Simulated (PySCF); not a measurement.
Method: CAM-B3LYP-D3(BJ)/def2-TZVP // CAM-B3LYP-D3(BJ)/def2-SVP (PySCF 2.14.0). Gas-phase values, no solvent. One relaxed conformer stands for a flexible species; it need not be the lowest. Excitations are Tamm–Dancoff values on a coarser integration grid. The basis has no diffuse functions, so Rydberg states are missing or too high.

Reference species (SMILES): `[In]([F])([F])[F]` (neutral, multiplicity 1).

| Item | Value |
|---|---|
| S1 oscillator strength | 0.000 |
| HOMO–LUMO gap | 10.14 eV |
| S1 excitation (TDA) | 6.30 eV |

Changed species: `C[N](C)[In]([F])[F]` (C–N–In–F torsion 180°) (1 of 3 F replaced by N(CH3)2; the reference has 0 of 3 F replaced by N(CH3)2).

Question: What does the change do to the S1 oscillator strength, HOMO–LUMO gap and S1 excitation (TDA)?

Answer: the S1 oscillator strength rises by 0.013, to 0.013; the HOMO–LUMO gap decreases by 3.25 eV, to 6.89 eV; the S1 excitation (TDA) decreases by 2.81 eV, to 3.49 eV.
